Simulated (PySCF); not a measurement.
## MgSb: energy against distance

Set-up: PySCF, scalar-relativistic core potentials, basis sets Mg cc-pVDZ, Sb cc-pVDZ-PP with ECP28. Energies in eV from Mg + Sb in their ground configurations at the same level. State: ⁴Σ⁻ (quartet), unpaired electrons σ ↑, π ↑↑.

| R (Å) | PBE0 | r²SCAN | UHF-SCS-MP2 | B3LYP |
| --- | --- | --- | --- | --- |
| 2.483 | -0.2093 | -0.3267 | 0.3325 | -0.0581 |
| 2.598 | -0.4397 | -0.5609 | 0.0779 | -0.2976 |
| 2.714 | -0.5604 | -0.6838 | -0.0602 | -0.4285 |
| 2.800 | -0.6001 | -0.7239 | -0.1100 | -0.4765 |
| 2.887 | -0.6090 | -0.7319 | -0.1276 | -0.4939 |
| 2.974 | -0.5956 | -0.7164 | -0.1226 | -0.4893 |
| 3.089 | -0.5550 | -0.6708 | -0.0950 | -0.4605 |
| 3.233 | -0.4845 | -0.5904 | -0.0480 | -0.4043 |
| 3.407 | -0.3916 | -0.4809 | 0.0012 | -0.3272 |
| 3.638 | -0.2785 | -0.3410 | 0.0363 | -0.2318 |

Problem. Put a parabola through the three lowest points of the PBE0 curve and estimate Re, k and ωe (reduced mass 20.01 u; 1 eV/Å² = 0.16022 mdyn/Å; ωe = 1302.8·√(k/μ) cm⁻¹).

Solution. Through R = 2.8, 2.887, 2.974 Å the second-order coefficient is 1.47 eV/Å², so Re ≈ 2.878 Å, k ≈ 0.472 mdyn/Å and ωe ≈ 200 cm⁻¹. A polynomial fit of higher order to the unrounded PBE0 energies gives Re = 2.873 Å, k = 0.497 mdyn/Å, ωe = 205 cm⁻¹; anharmonicity and rounding make the difference.

The higher-order fit for each curve: PBE0: Re = 2.873 Å, ωe = 205 cm⁻¹, De = 0.61 eV; r²SCAN: Re = 2.869 Å, ωe = 213 cm⁻¹, De = 0.73 eV; UHF-SCS-MP2: Re = 2.907 Å, ωe = 192 cm⁻¹, De = 0.128 eV; B3LYP: Re = 2.908 Å, ωe = 190 cm⁻¹, De = 0.494 eV.

Correlated steps freeze 5 core orbitals. Correlated levels converge slowly with the basis: in double zeta they bind strong bonds too weakly, by up to about 1 eV, and carry superposition errors of some tenths. Spin–orbit coupling is left out, which matters for elements this heavy, above all for dissociation energies. The state is the lowest determinant that a PBE0 search found; another state may lie lower at other levels.
